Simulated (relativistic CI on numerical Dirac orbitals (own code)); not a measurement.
W⁶⁺: 5p photoemission

Computed with this model: Dirac-Coulomb-Breit CI, KLI orbitals optimised for each configuration, model QED (radiative potential, 1s self-energy scaled to tabulated hydrogen-like ionisation energies), valence Slater integrals scaled by 0.8, multiplet model of photoemission in the sudden approximation; configurations [Xe] 4f14 → [Kr] 4d10 4f14 5s2 5p5; 80 K; Lorentzian 1.05 eV and Gaussian 0.6 eV FWHM. Energies are those of the free ion, without screening or charge transfer. The energies are binding energies and can lie tens of eV above those of solids. S is read from ⟨S²⟩ = S(S + 1).

free ion: ground-state S = 0.00, centroid 124.12 eV. Peaks (eV, height): 120.4 (100), 131.4 (50).

Strongest unbroadened transitions for free ion:

| Energy (eV) | Relative strength |
| --- | --- |
| 120.45 | 100.0 |
| 131.46 | 50.0 |
